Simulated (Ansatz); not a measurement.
This geometry of Cl$_{2}$FH$_{3}$W (7 atoms, charge 0, multiplicity 1) is a first-order saddle point.

Theory: RKS B3LYP-D4/def2-SVP (Ansatz).

```xyz
7
Properties=species:S:1:pos:R:3
W -0.245 -0.011 -0.331
F 0.294 -0.015 1.787
H 1.072 0.033 0.938
H 0.720 1.350 -0.087
Cl -2.297 -0.146 0.664
H 0.861 -1.270 -0.140
Cl -0.134 0.058 -2.561
```

Which two structures does it join? (They come from a converged band through this point; their orientation in space is the band's.)

Bonds broken: W1–H3. Bonds formed: F2–H3.

Image 0:

```xyz
7
Properties=species:S:1:pos:R:3
W -0.142 0.048 0.079
F -0.037 0.464 1.874
H 1.565 -0.100 0.076
H 1.076 1.233 -0.003
Cl -2.424 -0.509 0.306
H 0.423 -1.525 0.089
Cl -0.191 0.389 -2.152
```

Image 8:

```xyz
7
Properties=species:S:1:pos:R:3
W -0.344 0.111 -0.487
F 0.329 -0.312 1.787
H 1.142 -0.532 1.347
H 0.616 1.436 -0.102
Cl -2.291 0.127 0.685
H 1.131 -0.743 -0.259
Cl -0.313 -0.087 -2.702
```

How far does it lie above each of them?

2.00 eV above the first and 0.23 eV above the second. This is the barrier of this one path; another mechanism may lie lower. The orbitals stay closed-shell, which can raise the energy where a bond breaks towards radicals; this wasn't checked here.

Time of the run: 8.8 min on 2 threads of Arm Neoverse V1, on a shared host, peak memory 0.23 GiB.
